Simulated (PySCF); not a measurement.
Computed shifts of a molecule CH5F3Si2, PySCF with HF/pcSseg-1, GIAO, gas phase, equivalent atoms averaged, in ppm (number of nuclei): ²⁹Si: -2.8 (1), -13.2 (1). ¹⁹F: -118.2 (1), -125.4 (1), -172.2 (1). ¹³C: 2.2 (1). ¹H: 5.20 (2), 5.07 (1), 0.92 (1), 0.60 (1). References: ²⁹Si against TMS (σ = 393.8 ppm); ¹⁹F against CFCl3 (σ = 238.5 ppm); ¹³C against TMS (σ = 192.6 ppm); ¹H against TMS (σ = 31.99 ppm), references at their B3LYP-D3(BJ)/def2-TZVP geometries, non-relativistic. Geometry optimised at PBE-D3(BJ)/def2-SVP. The values are those of a single conformer.

Identify the compound among the candidates.
A. F[SiH2]C[SiH](F)F
B. FC(F)(F)[SiH2][SiH3]
C. F[SiH2][SiH2]C(F)F
D. F[SiH2]C(F)[SiH2]F

A, F[SiH2]C[SiH](F)F
